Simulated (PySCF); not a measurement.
C3H9ISiTe, SMILES C[Si](C)(C)[Te]I, GFN2-xTB optimised geometry.

```
15

Te    -0.85    -1.85    -2.17
I     -3.52    -1.65    -1.82
Si    -0.26    -0.67     0.00
C     -0.95     1.10     0.00
C      1.63    -0.67     0.00
C     -0.95    -1.65     1.49
H     -0.69     1.62     0.92
H     -0.56     1.68    -0.83
H     -2.03     1.10    -0.08
H      2.03    -0.14    -0.86
H      2.03    -1.68    -0.02
H      2.01    -0.19     0.89
H     -0.56    -2.66     1.52
H     -2.03    -1.72     1.44
H     -0.69    -1.16     2.42
```

Density from CAM-B3LYP/def2-TZVP, def2 effective core potentials past Kr (PySCF) at that geometry. The core electrons that the potentials of I, Te replace are not part of the density.

Minimum of the electron density along straight lines between bonded atoms, close to the bond critical point (lines longer than 1.1 times the sum of covalent radii, or with two minima, are not listed):

| bond | length / Å | ρ at the minimum / e bohr⁻³ | ∇²ρ there / e bohr⁻⁵ | position (fraction from the first atom) |
|---|---|---|---|---|
| Te1–I2 | 2.700 | 0.071 | … | 0.47 |
| Te1–Si3 | 2.534 | … | … | 0.63 |
| Si3–C4 | 1.905 | 0.119 | 0.11 | 0.39 |
| Si3–C5 | 1.897 | 0.119 | 0.13 | 0.39 |
| Si3–C6 | 1.905 | 0.119 | 0.11 | 0.39 |
| C4–H7 | 1.086 | 0.275 | -0.92 | 0.64 |
| C4–H8 | 1.087 | 0.276 | -0.93 | 0.64 |
| C4–H9 | 1.087 | 0.276 | -0.94 | 0.64 |
| C5–H10 | 1.086 | 0.276 | -0.93 | 0.64 |
| C5–H11 | 1.086 | 0.276 | -0.93 | 0.64 |
| C5–H12 | 1.084 | 0.276 | -0.93 | 0.64 |
| C6–H13 | 1.087 | 0.276 | -0.93 | 0.64 |
| C6–H14 | 1.087 | 0.276 | -0.94 | 0.64 |
| C6–H15 | 1.086 | 0.275 | -0.92 | 0.64 |

### Question
Fill in the missing entries.

### Answer

- Te1–I2, ∇²ρ there / e bohr⁻⁵: 0.01
- Te1–Si3, ρ at the minimum / e bohr⁻³: 0.080
- Te1–Si3, ∇²ρ there / e bohr⁻⁵: -0.12
